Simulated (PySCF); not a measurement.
Cobalt: a sound run and one with changed settings

Sound run: Co [Ar] 3d7 4s2, Co⁺ [Ar] 3d8. Computed with PySCF 2.14 in 6-31G*, with no relativity, point nucleus. The sound run starts from symmetry-adapted Hartree-Fock orbitals and uses a fine grid where one is needed.

Changed run: 6 angular points. This setting is unsound on purpose.

```tsv
species	method	sound run (hartree)	changed run (hartree)	converged
Co	UHF	-1381.19882	-1381.19882	yes
Co	TPSS	-1382.52177	-1385.63793	yes
Co	PBE	-1382.23609	-1385.09073	yes
Co⁺	UHF	-1380.86053	-1380.86053	yes
Co⁺	TPSS	-1382.19673	-1381.22834	yes
Co⁺	PBE	-1381.90424	-1380.85202	yes
```

Ionisation energy of Co:

| method | sound run (eV) | changed run (eV) |
| --- | --- | --- |
| UHF | 9.205 | 9.205 |
| TPSS | 8.845 | 119.99 |
| PBE | 9.030 | 115.34 |

A coarse angular grid integrates products of high-l functions wrongly, so density functionals can shift, and the SCF can exploit the error; Hartree-Fock and MP2 need no grid.

For comparison, NIST gives 7.881 eV between the lowest levels.
